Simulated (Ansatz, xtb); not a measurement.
## A geometry optimisation of FH4InSn with r2SCAN-D4/def2-SVP

The starting geometry of this gas-phase singlet was built from a drawn formula by distance geometry; its bonds are those of `[F][SnH2][InH2]`.

```csv
atom,x (Å),y (Å),z (Å)
F,-1.1483,-0.5116,-2.3824
In,-0.2833,-0.3513,1.2717
Sn,0.2421,0.4558,-1.4074
H,1.8242,0.0937,-1.8860
H,-0.1072,2.2074,-1.6310
H,-1.9459,-0.8631,1.6109
H,0.9659,-1.3124,1.7240
```

Problem. Predict what it relaxes into with r2SCAN-D4/def2-SVP.

Solution. It keeps its bonds, and is `[F][SnH2][InH2]`.

The energy falls by 0.60 eV over 23 steps:

```tsv
step	E − E(last) (eV)
1	0.604
3	0.040
6	0.012
8	0.008
11	0.005
13	0.002
16	0.001
18	0.000
21	0.000
23	0.000
```

Final geometry (Å):

```yaml
atoms:
  - { symbol: F, position_ang: [-1.3486, 0.0550, -2.4851] }
  - { symbol: In, position_ang: [-0.2996, -0.6711, 1.1306] }
  - { symbol: Sn, position_ang: [0.2228, 0.4379, -1.3788] }
  - { symbol: H, position_ang: [1.5185, -0.2486, -2.2850] }
  - { symbol: H, position_ang: [0.3564, 2.1541, -1.4662] }
  - { symbol: H, position_ang: [-1.7920, -1.4963, 1.4035] }
  - { symbol: H, position_ang: [0.8900, -0.5126, 2.3809] }
```

From the same start GFN2-xTB ends elsewhere, differing in F1–In2 (1.99 against 3.83 Å here), F1–Sn3 (2.73 against 1.96 Å here).

No frequencies were run, so the end isn't proven a minimum. Atoms past krypton carry core potentials, without spin–orbit terms. Run with Ansatz 0.2.0, 26 s on 2 threads of Intel(R) Xeon(R) 6975P-C (Granite Rapids) (shared host).
